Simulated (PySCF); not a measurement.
# ¹⁹F chemical shifts

PySCF calculation with coordinates at the GFN2-xTB level and shieldings: GIAO PBE0/pcSseg-1; single conformer, no solvent, relativity neglected, averaged over atoms made equivalent by symmetry, fast rotation or ring inversion.

Shieldings were converted by a linear fit to measured shifts: ¹⁹F: δ = 146.13 − 0.903σ +14.6 on sp3 carbon (rms 6.0 ppm, 223 shifts, 7.0 ppm with the 5 outliers that the fit left out vs CFCl3, solution or neat liquid). Occasional misses reach two or three times the rms, and more in compound classes unlike the fitted ones.

Question: Give the ¹⁹F shifts of `CC(=O)O[Si@H]1[SiH2]C(F)=C1C`, `N#C/C=C(/F)[SiH2]C#N`.

Answer: 
```csv
compound,environment,δ (ppm)
CC(=O)O[Si@H]1[SiH2]C(F)=C1C,vinylic fluorine,-62.0
N#C/C=C(/F)[SiH2]C#N,vinylic fluorine,-67.8
```

Question: Match the shifts -65.6, -85.8, -161.8, -220.0 ppm to `C[SiH2][C@H](F)C#C[SiH2]OC=O`, `C=C(F)C[SiH2]CC#CC`, `C=C([SiH2]CCl)C(F)(F)F`, `C=C[C@@H]1[SiH2]/C(=C\C)[C@@H]1F`.

Answer: -65.6: C=C([SiH2]CCl)C(F)(F)F (fluorine of a CF3 group); -85.8: C=C(F)C[SiH2]CC#CC (vinylic fluorine); -161.8: C=C[C@@H]1[SiH2]/C(=C\C)[C@@H]1F (fluorine on an sp3 carbon); -220.0: C[SiH2][C@H](F)C#C[SiH2]OC=O (fluorine on an sp3 carbon).
